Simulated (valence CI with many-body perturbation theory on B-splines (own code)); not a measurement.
**Ta LIII: calculated level list**

Calculated by relativistic CI+MBPT: three valence electrons over a frozen Dirac-Fock core [Ar], a basis of 7 s, 7 p, 8 d, 6 f, 4 g, 1 h functions for each j, with the one-electron correlation potential Σ1 (screened to all orders), the two-electron term Σ2, the three-electron term Σ3, Breit, model QED; selected single and double excitations, second order for the rest, scaled by the run's own slope (own B-spline code, finite nucleus).

No measured spectrum was set against this ion. As an estimate, large intervals hold to a few tenths of a per cent, small ones and those within an open d or f shell to about a per cent. Excitations out of the core, of the other parity, are not computed and may begin above about 228 eV (a cautious bound); beyond it only levels of the ground parity were kept, without lifetimes. Only levels of the ground parity were solved; by the run's estimate the other parity begins above the list, which can be wrong where configurations are misplaced.

Levels 1 to 19 of 19, with energies above the lowest level, (3d3/2^3) J=3/2. "Leading %" is the weight of the configuration and term that name the level; weights of strongly mixed levels are sums over their largest components and can fall short. In the jj column 3d3/2^4 stands for four electrons in 3d with j = 3/2. Lifetimes count E1, E2, E3, M1 and M2 decay at the calculated energies, and are blank where another channel may lead or the interval is too uncertain; long ones can be off by a factor of two.

| No. | Configuration | Term | J | E (cm⁻¹) | Leading % | g | Lifetime | Leading jj |
| --- | --- | --- | --- | --- | --- | --- | --- | --- |
| 1 | 3d³ | ⁴F | 3/2 | 0 | 44 | 0.717 |  | 3d3/2^3 (99 %) |
| 2 | 3d³ | ⁴F | 5/2 | 493000 | 82 | 1.051 | 355 ns | 3d3/2^2 3d5/2 (99 %) |
| 3 | 3d³ | ⁴P | 3/2 | 543380 | 38 | 1.169 | 439 ns | 3d3/2^2 3d5/2 (99 %) |
| 4 | 3d³ | ²H | 9/2 | 572520 | 46 | 1.033 |  | 3d3/2^2 3d5/2 (99 %) |
| 5 | 3d³ | ²G | 7/2 | 572770 | 49 | 1.036 | 153 μs | 3d3/2^2 3d5/2 (97 %) |
| 6 | 3d³ | ⁴P | 1/2 | 585750 | 57 | 1.806 | 1.18 μs | 3d3/2^2 3d5/2 (100 %) |
| 7 | 3d³ | ²D | 5/2 | 770000 | 44 | 1.241 | 3.44 μs | 3d3/2^2 3d5/2 (96 %) |
| 8 | 3d³ | ⁴F | 7/2 | 1055500 | 66 | 1.114 | 197 ns | 3d3/2 3d5/2^2 (99 %) |
| 9 | 3d³ | ⁴F | 9/2 | 1091700 | 50 | 1.129 | 336 ns | 3d3/2 3d5/2^2 (98 %) |
| 10 | 3d³ | ⁴P | 3/2 | 1133300 | 41 | 1.107 | 166 ns | 3d3/2 3d5/2^2 (100 %) |
| 11 | 3d³ | ²P | 1/2 | 1156600 | 57 | 1.509 | 257 ns | 3d3/2 3d5/2^2 (100 %) |
| 12 | 3d³ | ²H | 11/2 | 1167500 | 100 | 1.080 | 846 ns | 3d3/2 3d5/2^2 (100 %) |
| 13 | 3d³ | ²D | 5/2 | 1170000 | 42 | 1.284 | 318 ns | 3d3/2 3d5/2^2 (96 %) |
| 14 | 3d³ | ²F | 5/2 | 1238300 | 44 | 1.094 | 508 ns | 3d3/2 3d5/2^2 (98 %) |
| 15 | 3d³ | ²F | 7/2 | 1242900 | 79 | 1.085 | 645 ns | 3d3/2 3d5/2^2 (99 %) |
| 16 | 3d³ | ²D | 3/2 | 1401200 | 78 | 0.889 | 333 ns | 3d3/2 3d5/2^2 (96 %) |
| 17 | 3d³ | ²G | 9/2 | 1653500 | 50 | 1.157 | 167 ns | 3d5/2^3 (99 %) |
| 18 | 3d³ | ²D | 3/2 | 1765800 | 44 | 1.127 | 159 ns | 3d5/2^3 (96 %) |
| 19 | 3d³ | ²D | 5/2 | 1846500 | 59 | 1.161 |  | 3d5/2^3 (97 %) |

The ionisation energy to 3d² ³F2 of the next ion comes out as 4878.8 eV (NIST: 4877 ± 4 eV (theoretical)). All 19 levels together are meant to be complete up to 1836200 cm⁻¹.
